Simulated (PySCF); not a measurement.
B3LYP-D3(BJ)/def2-SVP geometry optimisation, gas phase with PySCF 2.14 and geomeTRIC: [Mo(NMe)(ox)2]-, charge -1, multiplicity 2. Start (GFN2-xTB, shaken):

```
18

Mo    0.0766    0.0800   -0.0543
N    -0.0355   -0.0384    1.6559
C    -0.0989   -0.0970    3.0680
H    -0.7679   -0.9365    3.3751
H     0.8953   -0.3072    3.5044
H    -0.4902    0.7938    3.4870
O     1.9265    0.2018   -0.6266
C     2.3090    1.1969   -1.3553
O     3.3659    1.3133   -1.9936
C     1.2034    2.3207   -1.3459
O     1.2887    3.3726   -1.9454
O     0.2096    1.9746   -0.5960
O    -1.7892   -0.0237   -0.7599
C    -2.2648   -1.1391   -1.2368
O    -3.4076   -1.3208   -1.6160
C    -1.1723   -2.2417   -1.2449
O    -1.3422   -3.3474   -1.6424
O    -0.0604   -1.7841   -0.7535
```

| step | E − E(start) / kcal mol⁻¹ | largest force / Eh bohr⁻¹ |
| --- | --- | --- |
| 0 | 0.00 | 0.04383 |
| 1 | -7.11 | 0.01643 |
| 2 | -8.15 | 0.01262 |
| 3 | -8.92 | 0.00376 |
| 4 | -9.26 | 0.00675 |
| 5 | -9.64 | 0.00473 |
| 6 | -9.75 | 0.00217 |
| 7 | -9.76 | 0.00105 |
| 8 | -9.77 | 0.00057 |
| 9 | -9.77 | 0.00042 |

The optimisation met its thresholds. End point:

```
18

Mo   -0.0125    0.0005   -0.2295
N    -0.0039   -0.0159    1.4786
C     0.0127   -0.0190    2.8959
H    -0.6298   -0.8238    3.2972
H     1.0383   -0.1778    3.2760
H    -0.3551    0.9441    3.2942
O     1.9007    0.1143   -0.8522
C     2.3922    1.2974   -1.1930
O     3.5383    1.5211   -1.4877
C     1.2906    2.4077   -1.1786
O     1.5207    3.5553   -1.4624
O     0.1089    1.9221   -0.8257
O    -1.9293   -0.1002   -0.8446
C    -2.4263   -1.2782   -1.1952
O    -3.5756   -1.4976   -1.4803
C    -1.3258   -2.3897   -1.2070
O    -1.5589   -3.5342   -1.5011
O    -0.1392   -1.9081   -0.8651
```

Metal–donor distances, start → end: N2 1.718 → 1.708 Å, O7 1.940 → 2.015 Å, O12 1.975 → 2.016 Å, O13 1.997 → 2.016 Å, O18 1.996 → 2.016 Å.

No frequencies were computed, so the end point may be a saddle point.

The job took 15 min on one thread of Arm Neoverse V1 (shared host), with 242 basis functions and a peak of 1 GiB, launched as `OMP_NUM_THREADS=1 python lf_run.py task.json out`.
